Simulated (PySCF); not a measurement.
[Gd(H2O)2]3+ at several levels of theory

Computed with PySCF 2.14.0 (density fitting, no spin-orbit coupling) at the geometry relaxed with PBE0:

```xyz
7
[Gd(H2O)2]3+ (singlet in the valence; each metal's 4f electrons, 7 of them, lie in its core potential, out of spins and levels)
Gd   -1.0790    0.1469    0.0058
O     0.1730   -0.0704    1.8494
H     1.0961    0.2536    2.0228
H    -0.0746   -0.4937    2.7146
O     0.1674    0.0383   -1.8507
H     1.0952   -0.2974   -1.9659
H    -0.0842    0.3035   -2.7758
```

```
level                                                 basis    state  HOMO (eV)  gap (eV)  charge on Gd1 (e)  population of f-type functions on Gd1 (polarisation alone where 4f lies in the core)  dipole about the centre of mass (D)  largest force component (eV/Å)
 PBE0     Gd lcecp-1-SVP with ECP53, O def2-SVP, H def2-SVP  singlet     -26.50      7.92               2.24                                                                                  0.04                                 3.06                            0.02
 BP86                                              the same  singlet     -24.85      5.27               2.14                                                                                  0.03                                 3.36                            0.50
 PBE0  Gd lcecp-1-TZVP with ECP53, O def2-TZVP, H def2-TZVP  singlet     -26.49      7.99               2.39                                                                                  0.05                                 3.08                            0.28
```

In the lcecp rows the 4f levels are missing from HOMO and gap, and the state counts the valence alone.

Charges are Mulliken's, which hang on the basis. The relaxation used the grid (50, 194), these runs (75, 302) or, all-electron (x2c bases, spin-free X2C Hamiltonian), (99, 590).

(1) What does BLYP with Gd lcecp-1-SVP with ECP53, O def2-SVP, H def2-SVP give here?

An lcecp potential fixes the number of 4f electrons, so in runs with it no electron can move into or out of that shell.

## Answers

(1) state singlet, HOMO (eV) -24.63, gap (eV) 5.10, charge on Gd1 (e) 2.12, population of f-type functions on Gd1 (polarisation alone where 4f lies in the core) 0.03, dipole about the centre of mass (D) 3.38, largest force component (eV/Å) 0.54. Time: 4.1 s on 2 threads of Arm Neoverse V1 (shared host), from an already converged density.
